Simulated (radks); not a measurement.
Excited configurations of the rubidium ion Rb19+: one electron is placed in a higher orbital outside [Ne] 3s2 3p5. The ground configuration is [Ar]. Method: Dirac Kohn-Sham, LDA (Slater exchange, Perdew-Wang correlation), spin-unpolarised, spherical densities, finite nucleus; open shells are shared between the two j in proportion to 2j + 1; Fermi nuclear charge, rms radius 4.2036 fm; computed with a radial shooting solver on a logarithmic mesh with Libxc functionals. Excitation = E - E(ground); binding = E(ion) - E, where the ion is the core of charge +20; n* = 20/sqrt(2 binding) in atomic units. These energies are relativistic, and a one-electron ion of charge +20 with no core already has n* below n in this formula (Dirac formula, point nucleus, mean over j: 3d 2.998, 4p 3.995, 5s 4.991, 5d 4.997, 5f 4.999, 6f 5.998, 7d 6.997, 7f 6.998). The quantum defect is therefore taken as that value minus n*, so that it holds no relativistic shift of the bare ion. Eigenvalue and <r> are those of j = l + 1/2.

outer orbital  excitation (eV)  binding (eV)     n*  quantum defect  eigenvalue (eV)  <r> (bohr)
4p                      431.55        431.39  3.552           0.443          -418.46      0.9109
5s                      587.91        275.03  4.448           0.543          -268.61       1.492
5d                      619.68        243.26  4.730           0.267          -236.81       1.538
5f                      634.81        228.13  4.884           0.114          -221.53       1.487
6f                      705.33        157.61  5.876           0.122          -153.52       2.291
7d                      742.63        120.30  6.726           0.271          -117.50       3.255
7f                      747.59        115.35  6.869           0.129          -112.55       3.244

Estimate the row for 3d.

Answer. excitation (eV) 105.37; binding (eV) 757.57; n* 2.680; quantum defect 0.318; eigenvalue (eV) -728.71; <r> (bohr) 0.4086. The Delta-SCF ionisation energy is 862.94 eV (NIST Atomic Spectra Database: 857 eV, semi-empirical). Self-interaction in the functional shifts the binding energies and quantum defects, so they are the method's values and not measured ones. Spin polarisation and multiplet splitting are left out, so open shells lie too high by an amount that depends on their filling. Sharing an open shell by 2j + 1 raises it above the true ground level by a part of the spin-orbit splitting, which enters the differences from NIST.

Beside tabulated values, note that spin-unpolarised runs miss the spin-polarisation part of the exchange energy of open shells.
